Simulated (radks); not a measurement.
The numbers below are computed, except where a source is named.
Ionisation of Cd, [Kr] 4d10 5s2, to Cd+, [Kr] 4d10 5s1, under several functionals. Scalar-relativistic Kohn-Sham, spin-unpolarised, spherical densities, finite nucleus; a radial shooting solver on a logarithmic mesh with Libxc functionals.

functional    E(Cd) (hartree)  Exc (hartree)  IE (eV)  -e(HOMO) (eV)  <r> HOMO (bohr)  IE error (eV)
BP86              -5595.58568     -155.35985    9.471          5.851            2.881         +0.477
HCTH/407          -5598.12956     -158.11570    9.238          5.657            2.930         +0.244
BLYP              -5595.12570     -154.88652    9.318          5.650            2.903         +0.324
Wu-Cohen GGA      -5593.81071     -153.57088    9.313          5.706            2.869         +0.319
SOGGA             -5591.56683     -151.30527    9.174          5.577            2.887         +0.180
PW91              -5595.38368     -155.16237    9.345          5.727            2.892         +0.352

NIST Atomic Spectra Database: 8.994 eV (measured). Closest: SOGGA. The Delta-SCF values span 0.30 eV, the total energies 6.56 hartree. The highest occupied level is 5s. Spin polarisation and multiplet splitting are left out, so open shells lie too high by an amount that depends on their filling.

Beside tabulated values, note that spin-unpolarised runs miss the spin-polarisation part of the exchange energy of open shells.
